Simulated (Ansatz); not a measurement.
The same path of a periodic cell of 17 atoms, LiSi16 (host Si, host structure diamond, interstitial Li), cell charge +1 was run twice with different band settings. Lost on the way: Si1–Li17, Si2–Li17, Si3–Li17, Si5–Li17. Made: Si4–Li17, Si6–Li17, Si7–Li17, Si8–Li17.

These are results of Ansatz 0.2.0, DFT r2SCAN, scalar-relativistic, plane waves, PAW, not measurements. Settings: PAW set soft_1, cutoff 500 eV, k mesh 2x2x2, gaussian smearing 0.02 eV, no spin polarisation.

Relaxed end points:

```xyz
17
Lattice="0.0000 5.4300 5.4300 5.4300 0.0000 5.4300 5.4300 5.4300 0.0000" Properties=species:S:1:pos:R:3
Si -0.018 0.001 -0.001
Si 1.336 1.383 1.381
Si 2.719 2.737 -0.001
Si 4.084 4.064 1.365
Si 2.718 0.000 2.736
Si 4.084 1.367 4.063
Si 5.433 2.716 2.714
Si 6.782 4.064 4.063
Si 0.004 2.716 2.714
Si 1.336 4.048 4.046
Si 2.718 5.431 2.692
Si 4.101 6.814 4.046
Si 2.718 2.694 5.429
Si 4.101 4.048 6.812
Si 5.455 5.431 5.429
Si 6.782 6.797 6.795
Li 2.719 5.431 5.429
```

```xyz
17
Lattice="0.0000 5.4300 5.4300 5.4300 0.0000 5.4300 5.4300 5.4300 0.0000" Properties=species:S:1:pos:R:3
Si 0.008 0.010 0.009
Si 1.358 1.357 1.357
Si 2.705 2.707 0.010
Si 4.071 4.074 1.337
Si 2.706 0.010 2.707
Si 4.071 1.338 4.074
Si 5.451 2.694 2.693
Si 6.808 4.074 4.074
Si 0.009 2.706 2.706
Si 1.335 4.073 4.073
Si 2.688 5.457 2.689
Si 4.072 6.811 4.073
Si 2.689 2.690 5.456
Si 4.072 4.073 6.810
Si 5.456 5.457 5.457
Si 6.784 6.792 6.790
Li 4.065 4.084 4.079
```

Common settings: spring 5.0 eV/Å²; optimiser quadratic models (default); force threshold 0.05 eV/Å; end points relaxed.

| run | movable images | climbing image | start path | iteration limit |
| --- | --- | --- | --- | --- |
| 1 | 3 | yes | straight line | 27 |
| 2 | 4 | from the first iteration | default | 22 |

Task: What does each run give, and how far can it be trusted?

Result: Run 1: converged after 3 iterations, highest image 0.635 eV above the first end. By the program's own check the climbing image is of a kind that is not told: the force calls were inconclusive, a negative curvature could not be distinguished from the path's own, the only one lies far off the path, or fixed occupations may fill a level only in part (lowest curvatures found: -2.35 and 1.07 eV/Å²).
Run 2: converged after 4 iterations, highest image 0.635 eV above the first end. The order of the stationary point at the top wasn't checked.
Limits of this set-up: a small cell, in which the defect meets its images, charged cell in a uniform background, uncorrected.
